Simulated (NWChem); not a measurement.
Species: C₅H₆; SMILES C1CC1C#C

Results from NWChem. Pople sets run with spherical d functions. Each level has its own optimisation; frequencies are unscaled. Brackets give each atom's bonded neighbours.

For level BLYP/def2-SVP:

```
Quantity                           Result
---------------------------------  ------
r C–C [C(CC)–C(CH)] (Å)             1.224
r C–H [C(CH)–H(C)] (Å)              1.079
r C–C [C(CCCH)–C(CCHH)] (Å)         1.537
highest harmonic frequency (cm⁻¹)    3398
lowest (cm⁻¹)                         198
zero-point energy (kcal/mol)         54.9
dipole (D)                           0.92
```

**Question.** How do the values read with level Hartree-Fock/6-31G* instead?

**Answer.** 
- r C–C [C(CC)–C(CH)] (Å) = 1.188
- r C–H [C(CH)–H(C)] (Å) = 1.056
- r C–C [C(CCCH)–C(CCHH)] (Å) = 1.505
- highest harmonic frequency (cm⁻¹) = 3663
- lowest (cm⁻¹) = 227
- zero-point energy (kcal/mol) = 61.4
- dipole (D) = 0.80
